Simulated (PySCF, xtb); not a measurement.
H10PSi3, SMILES [SiH3][PH+]([SiH3])[SiH3], charge +1.

GFN2-xTB in xtb at its own geometry gives an orbital gap of 4.36 eV.

Geometry optimised at PBE-D3(BJ)/def2-SVP. The isomer is the one that the SMILES or the coordinates give; other isomers of the formula were not compared.

### Question
What does CAM-B3LYP/def2-TZVP run with PySCF give? (Estimate from the structure and the level; the computed values follow.)

### Answer
gap 10.78 eV (levels -14.85 and -4.07 eV).
